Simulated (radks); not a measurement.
Question: The mean radii <r> (bohr) of the occupied orbitals of an atom or ion are listed with their occupations. Calculated with a radial shooting solver on a logarithmic mesh with Libxc functionals: scalar-relativistic Kohn-Sham, B86b exchange with PBE correlation, spin-polarised, spherical densities, finite nucleus; Fermi nuclear charge, rms radius of each element as measured or else 0.836 A^(1/3) + 0.57 fm.

| orbital | occ. | <r> |
|---|---|---|
| 1s up | 1 | 0.1306 |
| 1s down | 1 | 0.1305 |
| 2s up | 1 | 0.6694 |
| 2s down | 1 | 0.6735 |
| 2p up | 3 | 0.6382 |
| 2p down | 2 | 0.6451 |

Name the element and its charge. Open shells, if any, are filled with parallel spins first.

Answer: Z = 12, magnesium, charge +3: Mg3+ in [He] 2s2 2p5. The 1s radius gives Z: for a bare nucleus <r> = (2 gamma + 1)/(2Z) with gamma = sqrt(1 - (Z/c)^2), 0.1247 bohr for Z = 12, and screening makes it slightly larger (0.1306 here). The occupations add up to 9, and the charge is Z minus that.
